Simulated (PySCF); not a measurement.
Structure problem from calculated spectra and properties.

Formula: C6H6ClN.

| Quantity | Value |
| --- | --- |
| 13C NMR | chemical shifts (computed TMS as zero) by class: 153.5 (1 C), 139.8 (1 C), 137.8 (1 C), 128.9 (1 C), 124.5 (1 C), 120.0 (1 C) ppm [GIAO CAM-B3LYP/pcSseg-1] |
| Polarisability | 92.5 au [CAM-B3LYP/def2-SVPD] |
| UV, strongest line | among the 10 lowest singlet transitions: S5 at 6.54 eV (190 nm, f = 0.466) [TDDFT CAM-B3LYP/def2-SVPD] |
| UV, first state | lowest singlet excitation: 4.82 eV (257 nm, f = 0.059) [TDDFT CAM-B3LYP/def2-SVPD] |
| 1H NMR | chemical shifts (computed TMS as zero) by class: 7.32 (1 H), 7.11 (1 H), 6.64 (1 H), 6.59 (1 H), 3.57 (2 H) ppm [GIAO CAM-B3LYP/pcSseg-1] |
| Rotational structure | rotational constants A, B, C: 2.954, 1.544, 1.014 GHz [PBE0-D3(BJ)/def2-SVP] |
| Triplet | lowest triplet excitation (Tamm–Dancoff): 3.84 eV [TDA CAM-B3LYP/def2-SVPD] |
| NMR, other nuclei | isotropic shieldings of nuclei other than C and H, by class: 193 (1 N), 780 (1 Cl) ppm [GIAO CAM-B3LYP/pcSseg-1] |

Gas-phase values; electronic properties from PySCF, density fitting. Levels stand in brackets. Geometry: PBE0-D3(BJ)/def2-SVP; no solvent, vibrations or thermal averaging. NMR values are class means; diastereotopic atoms form classes of their own.

Problem. Propose a structure and show how it fits.

Solution. Numbering: `[NH2:1][c:2]1[cH:3][cH:4][cH:5][cH:6][c:7]1[Cl:8]`. Its formula, C6H6ClN, gives 4 degrees of unsaturation: 1 ring and 3 π bonds in the structure found (Kekulé form). 6 carbons fall into 6 classes; from least to most shielded: aromatic carbon bearing nitrogen [C2] (153.5 ppm), aromatic CH carbon [C6] (139.8 ppm), aromatic CH carbon [C4] (137.8 ppm), aromatic C–Cl carbon [C7] (128.9 ppm), aromatic CH carbon [C5] (124.5 ppm), aromatic CH carbon [C3] (120.0 ppm). Hydrogen classes from least to most shielded: 1 H on an aromatic CH carbon, C6 (7.32 ppm), 1 H on an aromatic CH carbon, C4 (7.11 ppm), 1 H on an aromatic CH carbon, C5 (6.64 ppm), 1 H on an aromatic CH carbon, C3 (6.59 ppm), 2 H on an aniline-type nitrogen, N1 (3.57 ppm, a mean of values up to 0.7 ppm apart in this geometry). The other shieldings belong to: 193 ppm, aniline-type nitrogen [N1]; 780 ppm, aryl chlorine [Cl8]. By its constants the optimised geometry is an asymmetric top. Structure: `NC1=CC=CC=C1Cl`. Computed isomers that give other values at the same levels: `Nc1cccc(Cl)c1` (rotational constant A: 3.417 GHz; this holds for the one conformer computed). The assignments are read from this structure; whether some other isomer fits the data as well wasn't checked.

Conformer computed: `[NH2:1][c:2]1[cH:3][cH:4][cH:5][cH:6][c:7]1[Cl:8]`: H–N1–C2–C3 22°, H–N1–C2–C3 164°.
